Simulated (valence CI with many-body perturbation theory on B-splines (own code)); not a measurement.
# Bi LXIII: what the settings do

Computed by relativistic CI+MBPT: three valence electrons over a frozen Dirac-Fock core [Ar], radial functions for each j: 6 s, 6 p, 5 d, 5 f, 1 g, with the one-electron correlation potential Σ1 (screened to all orders), the two-electron term Σ2, the three-electron term Σ3, Breit, model QED; selected single and double excitations, second order for the rest, scaled by the run's own slope (own B-spline code, finite nucleus).

The last digits are not significant, and no measured levels were compared; by estimate large intervals hold to a few tenths of a per cent, small ones and those within an open d or f shell to about a per cent. The list stops below the first excitations out of the core. Only levels of the ground parity were solved; by the run's estimate the other parity begins above the list, which can be wrong where configurations are misplaced.

The reference run has the lowest level (3d3/2^3) J=3/2 and an ionisation energy of 6805.53 eV. Its largest variational space holds 2180 state functions.

Levels are named by their leading jj configuration (3d3/2^4 stands for four electrons in 3d with j = 3/2), which in mixed levels can hold well under half, so a name can repeat and another be missing. Letters in brackets count levels of one name in rising energy.

Changed runs:
A. selection threshold (hartree) 2e-08 → 1e-05
B. averaging of valence orbitals over low configurations on → off
C. QED terms on → off
D. start configuration 3d3 → 4d3 (bad on purpose)

Excitation energies of the reference run in cm⁻¹, and shifts in cm⁻¹:

| Level | Reference | A | B | C |
| --- | --- | --- | --- | --- |
| (3d3/2^2 3d5/2) J=5/2 [a] | 947131 | 0 | +159 | -2651 |
| (3d3/2^2 3d5/2) J=3/2 | 1003940 | -0.2 | +55 | -2634 |
| (3d3/2^2 3d5/2) J=9/2 | 1034680 | +0.1 | +13 | -2648 |
| (3d3/2^2 3d5/2) J=7/2 | 1041730 | -0.1 | +26 | -2670 |
| (3d3/2^2 3d5/2) J=1/2 | 1054790 | -0.1 | -37 | -2642 |
| (3d3/2^2 3d5/2) J=5/2 [b] | 1283930 | 0 | -257 | -2698 |
| (3d3/2 3d5/2^2) J=7/2 | 1972390 | 0 | +166 | -5293 |
| (3d3/2 3d5/2^2) J=9/2 | 2016460 | 0 | +107 | -5316 |
| (3d3/2 3d5/2^2) J=3/2 | 2068410 | 0 | +36 | -5298 |
| (3d3/2 3d5/2^2) J=1/2 | 2096160 | -0.1 | -60 | -5306 |
| (3d3/2 3d5/2^2) J=11/2 | 2101610 | +0.2 | -23 | -5311 |
| (3d3/2 3d5/2^2) J=5/2 | 2104400 | 0 | +1.1 | -5274 |
| Ionisation energy (eV) | 6805.53 | -6e-05 | +0.04 | -0.38 |

Run D: It gave no result: the start configuration must fill the lowest shells above the core. The program said: "4d is not the lowest shell of its kind above the core".
